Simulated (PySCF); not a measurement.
**Structure from 2D NMR**

Compound of formula C2H5F3O3Si. Correlations simulated from computed shifts and the bond graph:

HSQC (one-bond C–H):
```
  δH    δC
5.64  90.4
```

HMBC (two and three bonds, from the bond graph):
```
  δH     δC
5.64  131.5
5.05   90.4
```

Carbons without hydrogens: δ 131.5.

PySCF calculation with σ from GIAO-PBE0/pcSseg-1 and structure optimised with GFN2-xTB; a single conformation, in vacuum, equivalent nuclei averaged, relativity neglected.

δ = σ(ref) − σ, references computed at the same level: TMS for $^{1}$H and $^{13}$C.

Exchangeable hydrogens are left out of these lists.

**Question.** Which molecule is this?

**Answer.** `InChI=1S/C2H5F3O3Si/c3-2(4,5)7-1-8-9-6/h6H,1,9H2`.

Atoms are numbered as in `[OH:1][SiH2:2][O:3][CH2:4][O:5][C:6]([F:7])([F:8])[F:9]`. Each H is labelled by its parent atom.

- δC 131.5 is C6, a CF3 carbon.
- δC 90.4 is C4, an sp3 carbon bearing two oxygens (δH 5.64).
- HMBC from δH 5.64 reaches the proton-free carbon C6.

The data come from this structure; uniqueness wasn't tested.

OH and NH positions are those of a molecule without intermolecular hydrogen bonds; in solution they move with solvent, concentration and temperature, and exchange usually removes their couplings. Shifts are as computed. Against solution values, carbons near 30 ppm lie about +3 ppm off and those near 130 ppm about +5 ppm. Of 1309 compounds with measured shifts, 239 miss one by over three times the rms of a fit or turn the order of signals round; such compounds aren't used in these exercises.
